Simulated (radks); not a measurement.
Results of a calculation; reference values are marked as such.
All-electron atom: Tb29+ in [Kr]. Level of theory: Dirac Kohn-Sham, LB94 model potential, spin-unpolarised, spherical densities, finite nucleus; Fermi nuclear charge, rms radius 5.06 fm (a radial shooting solver on a logarithmic mesh with Libxc functionals). Some entries of the table are withheld. Estimate them.

orbital,occ.,eigenvalue (Ry),<r> (bohr),<1/r> (bohr^-1)
1s1/2,2,-3898.963,0.02148,73.16
2s1/2,2,-712.0752,0.09072,17.51
2p1/2,2,(1),0.07564,17.51
2p3/2,4,(2),0.08258,15.40
3s1/2,2,-216.1881,0.2366,6.436
3p1/2,2,-202.7670,0.2259,6.365
3p3/2,4,-191.1209,0.2385,5.831
3d3/2,4,(3),0.2103,5.722
3d5/2,6,(4),0.2143,5.589
4s1/2,2,-94.64477,0.4924,2.987
4p1/2,2,-89.15777,0.4924,2.923
4p3/2,4,-85.74214,0.5126,2.744

Answer. 
(1) 2p1/2 eigenvalue (Ry): -681.3039
(2) 2p3/2 eigenvalue (Ry): -625.8957
(3) 3d3/2 eigenvalue (Ry): -168.1604
(4) 3d5/2 eigenvalue (Ry): -165.5815
